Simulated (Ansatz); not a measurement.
Program: Ansatz. Geometries: PBE0-D4/def2-TZVP. ΔE: electronic, gas phase. CCSD(T)/CBS is the MP2 limit (def2-TZVPP, def2-QZVPP) plus CCSD(T) − MP2 in def2-TZVPP, frozen cores. This one scheme is used for every species. Functionals use def2-TZVPP. B3LYP here is the variant with VWN-RPA as its local correlation; programs differ in this. One conformer a species, not always the lowest.

Reaction (cleavage of the Si–Si bond): `[SiH3][SiH2]S` + `O[SiH2]O` → `O[SiH2]O[SiH2]S` + SiH₄

```csv
level,ΔE (eV)
B3LYP,-1.21
r2SCAN0,-1.20
```

(1) What does CCSD(T)/CBS give? (Best estimate.)

Largest T1 diagnostic among the species: 0.012.

## Answers

(1) The calculation gave: -1.24 eV. The listed levels differ from it by 0.03, 0.04 eV.

From PBE to PBE0 (25 % exact exchange), in def2-TZVPP and without D4, ΔE moves by −0.08 eV. In def2-TZVPP, CCSD(T) changes the Hartree–Fock value by +0.19 eV (the triples alone add +0.02 eV) and MP2 by +0.13 eV. The D4 term adds −0.06 eV with B3LYP and −0.04 eV with PBE0; it sums over pairs of atoms, weighted by their polarisabilities, and B3LYP, whose exchange is more repulsive, gets the larger term.
